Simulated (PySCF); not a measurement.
I$_{2}$Zn (SMILES [I][Zn][I]), singlet, geometry from GFN2-xTB (such geometries of metal compounds can be far from the true shape) (core potentials on I). Base run: DF-M062X/def2-SVP (PySCF).

Here is a job for PySCF.
```python
from pyscf import gto, scf, dft

mol = gto.Mole()
mol.atom = '''
    Zn    0.00000000    0.00000000    0.00000000
    I    -0.00000000   -0.00000000   -2.44623139
    I     0.00000000    0.00000000    2.44623139
'''
mol.basis = 'def2-svp'
mol.ecp = {'I': 'def2-svp'}
mol.verbose = 4
mol.build()

mf = dft.RKS(mol)
mf.xc = 'm062x'
mf = mf.density_fit(auxbasis='def2-universal-jkfit')
mf.kernel()
mf.analyze()
```

Each row names what was changed in the base input (with any setting that the change needs).

```tsv
change	basis functions	E (Eh)	HOMO (eV)	HOMO-LUMO gap (eV)	core-seconds (rough)
base	83	-2374.49722	-8.85	7.47	6
basis = LANL2DZ	34	-88.20264	-8.84	7.10	3
basis = def2-SV(P)	76	-2374.49717	-8.85	7.47	6
basis = def2-SVPD	104	-2374.50413	-8.95	7.44	8
basis = def2-TZVP	148	-2374.76147	-8.97	7.62	10
basis = def2-TZVPP	164	-2374.76160	-8.97	7.62	20
basis = def2-TZVPD	169	-2374.76179	-8.98	7.61	20
basis = def2-QZVP	248	-2374.81035	-8.98	7.54	30
```

Totals compare only among sets that treat the same electrons; sets with core potentials leave the core out.
